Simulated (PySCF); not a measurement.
H₂O₂, charge +1, doublet, geometry from GFN2-xTB (a state made from the parent by changing its charge; the spin is typed, not shown lowest); MP2/def2-SVPD run with PySCF.

The PySCF input:
```python
from pyscf import gto, scf, mp

mol = gto.M(
    atom='''
O    -0.59065691   -0.01900468    0.25930853
O     0.59065691    0.01900468   -0.25930853
H    -1.28947104   -0.03417302   -0.46351846
H     1.28947104    0.03417302    0.46351846
''',
    basis='def2-svpd',
    charge=1,
    spin=1,
    verbose=4,
)

mf = scf.UHF(mol)
mf.kernel()

pt = mp.MP2(mf, frozen=2)
pt.kernel()
print('E(MP2) = %.10f' % pt.e_tot)
```

Task: Predict the main parts of the log of this PySCF run.

Result: 
```
PySCF version 2.14.0

[INPUT] verbose = 4
[INPUT] num. atoms = 4
[INPUT] num. electrons = 17
[INPUT] charge = 1
[INPUT] spin (= nelec alpha-beta = 2S) = 1
[INPUT] symmetry False subgroup None
[INPUT] Mole.unit = angstrom
[INPUT] Symbol           X                Y                Z      unit          X                Y                Z       unit  Magmom
[INPUT]  1 O     -0.590656910000  -0.019004680000   0.259308530000 AA   -1.116179793482  -0.035913640285   0.490022103464 Bohr   0.0
[INPUT]  2 O      0.590656910000   0.019004680000  -0.259308530000 AA    1.116179793482   0.035913640285  -0.490022103464 Bohr   0.0
[INPUT]  3 H     -1.289471040000  -0.034173020000  -0.463518460000 AA   -2.436747111158  -0.064577648649  -0.875922943080 Bohr   0.0
[INPUT]  4 H      1.289471040000   0.034173020000   0.463518460000 AA    2.436747111158   0.064577648649   0.875922943080 Bohr   0.0

nuclear repulsion = 39.3281861519448
number of shells = 26
number of NR pGTOs = 86
number of NR cGTOs = 62
basis = def2-svpd
ecp = {}

******** <class 'pyscf.scf.uhf.UHF'> ********
method = UHF
initial guess = minao
damping factor = 0
level_shift factor = 0
DIIS = <class 'pyscf.scf.diis.CDIIS'>
diis_start_cycle = 1
diis_space = 8
diis_damp = 0
SCF conv_tol = 1e-09
SCF conv_tol_grad = None
SCF max_cycles = 50
direct_scf = True
direct_scf_tol = 1e-13
number electrons alpha = 9  beta = 8
Set gradient conv threshold to 3.16228e-05
init E= -150.772350372811

cycle= 1 E= -150.218813550804  delta_E= 0.554  |g|= 0.415  |ddm|= 1.41
cycle= 2 E= -150.292534248423  delta_E= -0.0737  |g|= 0.161  |ddm|= 0.439
cycle= 3 E= -150.302013559504  delta_E= -0.00948  |g|= 0.0339  |ddm|= 0.131
cycle= 4 E= -150.302972831806  delta_E= -0.000959  |g|= 0.0113  |ddm|= 0.0455
cycle= 5 E= -150.303113274553  delta_E= -0.00014  |g|= 0.00385  |ddm|= 0.0164
cycle= 6 E= -150.303133645002  delta_E= -2.04e-05  |g|= 0.0014  |ddm|= 0.00756
cycle= 7 E= -150.303137214423  delta_E= -3.57e-06  |g|= 0.000426  |ddm|= 0.0034
cycle= 8 E= -150.303137553943  delta_E= -3.4e-07  |g|= 8.7e-05  |ddm|= 0.00119
cycle= 9 E= -150.303137564699  delta_E= -1.08e-08  |g|= 2.01e-05  |ddm|= 0.000208
cycle= 10 E= -150.303137565153  delta_E= -4.54e-10  |g|= 4.09e-06  |ddm|= 4.81e-05
Extra cycle  E= -150.303137565167  delta_E= -1.35e-11  |g|= 1.85e-06  |ddm|= 5.63e-06
converged SCF energy = -150.303137565167  <S^2> = 0.77111608  2S+1 = 2.0210058

******** <class 'pyscf.mp.ump2.UMP2'> ********
nocc = (np.int64(7), np.int64(6)), nmo = (60, 60)
frozen orbitals 2
E(UMP2) = -150.682369463447  E_corr = -0.37923189828068
E(SCS-UMP2) = -150.670233634023  E_corr = -0.367096068855741
E_corr(same-spin) = -0.101517933555086
E_corr(oppo-spin) = -0.277713964725593
E(MP2) = -150.6823694634
```
